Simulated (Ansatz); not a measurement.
Basis sets compared for Ge₁₉AsH₃₀⁻. The state is a singlet with charge -1. Geometry PBE-D4/def2-SVP. Ansatz on 11 threads of AMD EPYC 7R13 on a shared host and a whole NVIDIA H100 80GB HBM3; times are rough, and most runs start from earlier orbitals.

Cartesian coordinates in Å:
```
Ge 1.195 4.058 -1.347
Ge -0.547 1.166 4.626
Ge 2.263 2.089 2.011
As -1.348 1.594 0.804
Ge -0.799 -2.813 0.440
Ge 0.908 0.133 -1.668
Ge 0.790 -1.823 2.021
Ge -2.792 -0.810 -2.608
Ge 0.227 -3.242 -3.584
Ge -2.140 2.159 3.060
Ge -2.853 -1.714 -0.331
Ge 0.456 3.269 0.854
Ge -1.098 0.934 -2.933
Ge 2.235 2.113 -2.423
Ge 1.668 2.182 4.387
Ge -0.407 -1.220 4.089
Ge 2.637 -0.285 1.544
Ge 0.393 -4.094 -1.291
Ge 1.624 -1.223 -3.645
Ge -2.145 -2.751 -3.963
H 2.114 5.291 -1.047
H -0.058 4.626 -2.084
H -1.068 1.325 6.093
H 3.626 2.834 1.816
H -2.368 2.548 0.147
H -1.357 -3.931 1.403
H 1.566 -3.114 2.478
H -4.276 -0.438 -2.962
H 0.650 -4.424 -4.527
H -2.300 3.693 3.298
H -3.538 1.500 3.291
H -3.376 -0.713 0.746
H -3.887 -2.894 -0.333
H 0.045 4.441 1.814
H -1.751 2.263 -2.414
H -1.019 1.120 -4.491
H 2.377 2.478 -3.944
H 3.704 2.143 -1.867
H 1.622 3.657 4.897
H 2.683 1.422 5.301
H 0.276 -1.939 5.298
H -1.861 -1.786 4.016
H 3.684 -0.682 2.652
H 3.327 -0.547 0.179
H 1.893 -4.180 -0.854
H -0.158 -5.558 -1.201
H 3.090 -1.778 -3.553
H 1.504 -0.624 -5.091
H -3.026 -4.001 -3.626
H -2.389 -2.452 -5.479
```

Single mean-field runs in def2-SVP, def2-TZVP are fitted with def2-universal-jkfit.

| level | functions | energy (Eh) | HOMO (eV) | LUMO (eV) | wall time |
| --- | --- | --- | --- | --- | --- |
| PBE-D4/def2-SVP | 790 | -41705.9510 | -2.21 | 0.66 | 4.2 s |
| PBE0-D4/def2-SVP | 790 | -41707.0884 | -3.03 | 1.37 | 7.5 s |

Estimate the rows for PBE-D4/def2-TZVP, PBE0-D4/def2-TZVP (with forces).


```json
{"level": "PBE-D4/def2-TZVP", "functions": "1140", "energy (Eh)": "-41711.2111", "HOMO (eV)": "-2.33", "LUMO (eV)": "0.53", "wall time": "6.5 s"}
{"level": "PBE0-D4/def2-TZVP (with forces)", "functions": "1140", "energy (Eh)": "-41712.3274", "HOMO (eV)": "-3.10", "LUMO (eV)": "1.27", "wall time": "17 s"}
```
